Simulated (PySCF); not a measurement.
## Radial density of S⁺ (sulfur, charge +1)

B3LYP, [Ne] 3s2 3p3, high-spin 4S determinant. Computed with PySCF 2.14 in x2c-TZVPall (5s5p2d1f, 37 functions), with the spin-free X2C one-electron Hamiltonian (Gaussian nucleus).

```json
{"r (bohr)": "0.00170", "4πr²ρ (e/bohr)": "0.1069", "4πr²(ρα − ρβ)": "0.0000"}
{"r (bohr)": "0.00286", "4πr²ρ (e/bohr)": "0.2862", "4πr²(ρα − ρβ)": "0.0000"}
{"r (bohr)": "0.00480", "4πr²ρ (e/bohr)": "0.7323", "4πr²(ρα − ρβ)": "0.0001"}
{"r (bohr)": "0.00808", "4πr²ρ (e/bohr)": "1.816", "4πr²(ρα − ρβ)": "0.0002"}
{"r (bohr)": "0.0136", "4πr²ρ (e/bohr)": "4.211", "4πr²(ρα − ρβ)": "0.0006"}
{"r (bohr)": "0.0229", "4πr²ρ (e/bohr)": "8.715", "4πr²(ρα − ρβ)": "0.0018"}
{"r (bohr)": "0.0385", "4πr²ρ (e/bohr)": "14.82", "4πr²(ρα − ρβ)": "0.0073"}
{"r (bohr)": "0.0647", "4πr²ρ (e/bohr)": "18.39", "4πr²(ρα − ρβ)": "0.0318"}
{"r (bohr)": "0.109", "4πr²ρ (e/bohr)": "14.88", "4πr²(ρα − ρβ)": "0.1239"}
{"r (bohr)": "0.183", "4πr²ρ (e/bohr)": "12.29", "4πr²(ρα − ρβ)": "0.3222"}
{"r (bohr)": "0.308", "4πr²ρ (e/bohr)": "17.42", "4πr²(ρα − ρβ)": "0.3778"}
{"r (bohr)": "0.518", "4πr²ρ (e/bohr)": "12.19", "4πr²(ρα − ρβ)": "0.0182"}
{"r (bohr)": "0.871", "4πr²ρ (e/bohr)": "3.298", "4πr²(ρα − ρβ)": "0.5531"}
{"r (bohr)": "1.47", "4πr²ρ (e/bohr)": "3.326", "4πr²(ρα − ρβ)": "1.8233"}
{"r (bohr)": "2.46", "4πr²ρ (e/bohr)": "1.307", "4πr²(ρα − ρβ)": "0.8884"}
{"r (bohr)": "4.14", "4πr²ρ (e/bohr)": "0.07536", "4πr²(ρα − ρβ)": "0.0609"}
{"r (bohr)": "6.97", "4πr²ρ (e/bohr)": "0.0002504", "4πr²(ρα − ρβ)": "0.0002"}
```

Densities and radii are taken from the X2C orbitals without a picture-change correction, which distorts them close to the nucleus.
